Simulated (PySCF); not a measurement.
# How the method moves the HOMO and LUMO of `Cl[SiH2]OC1CC1`

Compound: C3H7ClOSi.
Numbering: `[Cl:1][SiH2:2][O:3][CH:4]1[CH2:5][CH2:6]1` (hydrogens: H7, H8 on Si2; H9 on C4; H10, H11 on C5; H12, H13 on C6)

Cartesian coordinates in Å at the PBE0-D3(BJ)/def2-SVP level; atoms count from 1:
```
atom  x, y, z in Å
Cl1    2.3047    2.7187   -4.3894
Si2    2.8906    2.0248   -2.5236
O3     1.8583    0.8566   -1.9905
C4     0.5608    1.0052   -1.5086
C5    -0.2598    2.2267   -1.7896
C6    -0.5900    0.9133   -2.4521
H7     2.9171    3.2044   -1.6177
H8     4.2123    1.3744   -2.6715
H9     0.4487    0.5385   -0.5242
H10    0.1657    3.0057   -2.4290
H11   -0.9097    2.6045   -0.9960
H12   -1.4834    0.3657   -2.1412
H13   -0.3371    0.8235   -3.5119
```

Basis pcSseg-1 throughout (PySCF), one geometry. One conformer (not necessarily the lowest) at the PBE0-D3(BJ)/def2-SVP geometry, without solvent, vibrations or thermal averaging.

How do the orbital energies, the gap and the dipole change with the method?

```csv
method,kind,HOMO (eV),LUMO (eV),gap (eV),μ (D),SCF cycles
BLYP,GGA,-6.32,-0.16,6.16,1.75,14
OPBE,GGA,-6.43,-0.15,6.29,1.78,14
B97-D,GGA,-6.45,-0.15,6.31,1.80,14
PBE,GGA,-6.46,-0.32,6.14,1.77,14
KT2,GGA,-6.53,-0.44,6.10,1.77,14
KT3,GGA,-6.54,-0.33,6.21,1.73,14
BP86,GGA,-6.57,-0.35,6.21,1.80,14
LDA,LDA,-6.62,-0.58,6.03,1.82,14
B97-2,global hybrid,-7.58,0.58,8.17,1.87,12
B3LYP,global hybrid,-7.61,0.37,7.98,1.83,12
PBE0,global hybrid,-7.85,0.56,8.42,1.87,12
mPW1PW91,global hybrid,-7.89,0.58,8.47,1.88,12
BHandHLYP,global hybrid,-9.14,1.50,10.64,1.93,12
CAM-B3LYP,range-separated hybrid,-9.25,1.62,10.86,1.89,12
wB97X-D,range-separated hybrid,-9.75,2.37,12.12,1.92,13
LC-wPBE,range-separated hybrid,-10.63,2.81,13.44,1.96,13
HF,Hartree–Fock,-11.13,3.86,14.98,2.06,10
```

The HOMO spans 4.81 eV, from BLYP down to HF, and the gap runs from 6.03 eV (LDA) to 14.98 eV (HF). Over the methods BLYP (0 %), OPBE (0 %), B97-D (0 %), PBE (0 %), KT2 (0 %), KT3 (0 %), BP86 (0 %), LDA (0 %), B97-2 (21 %), B3LYP (20 %), PBE0 (25 %), mPW1PW91 (25 %), BHandHLYP (50 %), HF (100 %), a straight line through the gap against the share of exact exchange rises by 0.88 eV for each 10 % (correlation coefficient 0.999). The dipole ranges from 1.73 D (KT3) to 2.06 D (HF). This basis has no diffuse functions.
